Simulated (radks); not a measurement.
Coherent X-ray form factor from a spherical all-electron density. Calculated with a radial shooting solver on a logarithmic mesh with Libxc functionals: non-relativistic Kohn-Sham, PBE, spin-polarised, spherical densities, point nucleus.

sin(theta)/lambda (1/angstrom)  f0 (electrons)
0.05                                     7.868
0.1                                      7.495
0.15                                     6.939
0.2                                      6.276
0.25                                     5.576
0.3                                      4.898
0.4                                      3.734
0.5                                      2.892
0.6                                      2.331
0.8                                      1.744
1                                        1.483
1.25                                     1.287
1.5                                      1.119
2                                        0.809

The species is in the configuration that NIST lists as its ground one. Which atom or ion scatters so?

Answer. The fluorine ion F+, [He] 2s2 2p4. Extrapolating in s^2 from the first two rows gives f0(0) = 8.0, near the electron count 8; among species with that count, the fall with angle is slower the higher Z, and the table is that of Z = 9; from so few rows the species is fixed only to a neighbour or two.
